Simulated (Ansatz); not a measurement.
`NC[SiH2][AlH2]` + `N[SiH2]N` → `NCN[SiH2]N` + `[AlH2][SiH3]`  (substitution at a C–Si bond)

Gas-phase electronic energies from Ansatz, PBE0-D4/def2-TZVP geometries. CCSD(T)/CBS is the MP2 limit (def2-TZVPP, def2-QZVPP) plus CCSD(T) − MP2 in def2-TZVPP, frozen cores. This one scheme is used for every species. Functionals use def2-TZVPP. B3LYP here is the variant with VWN-RPA as its local correlation; programs differ in this. Each species was taken in one conformer, which may not be the lowest.

`NC[SiH2][AlH2]`:

```xyz
12

N    -0.484    0.519    2.182
C    -0.228    0.778    0.772
Si   -0.046   -0.834   -0.205
Al    0.452   -0.488   -2.587
H    -0.534    1.381    2.711
H     0.256   -0.039    2.588
H    -1.085    1.315    0.349
H     0.654    1.408    0.570
H    -1.280   -1.659   -0.043
H     1.062   -1.625    0.420
H     0.630   -1.731   -3.563
H     0.605    0.976   -3.196
```

`N[SiH2]N`:

```xyz
9

N    -0.707   -1.250   -0.257
Si   -0.230    0.392   -0.312
N     1.081    0.613    0.764
H    -0.064   -1.994   -0.471
H    -1.662   -1.512   -0.436
H    -1.491    1.131   -0.008
H     0.296    0.903   -1.612
H     1.774    1.321    0.588
H     1.002    0.396    1.744
```

`NCN[SiH2]N`:

Z-matrix (Å, degrees):
```
C
N 1 1.434
N 1 1.450 2 109.9
H 1 1.099 2 112.5 3 -119.0
H 1 1.103 2 107.0 3 124.4
Si 2 1.715 1 125.7 3 -138.0
H 2 1.009 1 112.8 3 53.2
H 3 1.013 1 110.1 2 65.5
H 3 1.013 1 111.1 2 -174.6
N 6 1.717 2 120.9 1 -72.1
H 6 1.484 2 104.1 1 167.5
H 6 1.487 2 106.9 1 46.1
H 10 1.007 6 121.9 2 -66.9
H 10 1.007 6 120.8 2 83.7
```

`[AlH2][SiH3]`:

Cartesian coordinates in Å:
```
Al -0.781 -1.101 -0.400
Si 0.595 0.805 0.312
H -0.479 -2.577 0.102
H -2.004 -0.860 -1.386
H 1.201 1.486 -0.871
H -0.239 1.823 1.015
H 1.707 0.424 1.228
```

Problem. Is it downhill or uphill in electronic energy at CCSD(T)/CBS, and by how much? (An estimate is asked.)

Solution. The calculation gave: Uphill: ΔE = +0.38 eV.

Problem. What do these levels give: PBE-D4, PBE0-D4, B3LYP, HF/def2-TZVPP, MP2/def2-TZVPP, SCS-MP2/def2-QZVPP? (An estimate is asked.)

Solution. Ansatz gave: PBE-D4 0.34, PBE0-D4 0.35, B3LYP 0.34, HF/def2-TZVPP 0.29, MP2/def2-TZVPP 0.37, SCS-MP2/def2-QZVPP 0.37 eV.

Largest T1 diagnostic among the species: 0.012.

In def2-TZVPP, CCSD(T) changes the Hartree–Fock value by +0.04 eV (the triples alone add −0.00 eV) and MP2 by +0.08 eV.
